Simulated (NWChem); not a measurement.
# Atomisation of germanium monotelluride (GeTe)

```
Ge
Te 1 2.3757
```
Charge 0, spin multiplicity 1.

Everything below was run with NWChem. The geometry was optimised at PBE/def2-SVP with def2 effective core potentials on Te, a minimum by its harmonic frequencies.

Basis set: def2-TZVP. The atomisation energy is electronic alone: no zero-point, thermal, spin-orbit or counterpoise terms. No value is extrapolated to the basis-set limit. Free atoms are single determinants with multiplicities Ge 3, Te 3. Correlated methods freeze the same cores in atoms and molecule, 13 orbitals in all.

Effective core potentials replace the inner electrons of Te; spin-orbit coupling is left out. No SCF solution was tested for a lower state. Open-shell Hartree-Fock references start from PBE0 orbitals.

Q: For the atomisation energy, HF gives 48.3 kcal/mol and PBE0 gives 100.8 kcal/mol. What do BHandHLYP, r2SCAN, MP2 give?

A: BHandHLYP: 91.4 kcal/mol; r2SCAN: 103.3 kcal/mol; MP2: 104.0 kcal/mol.
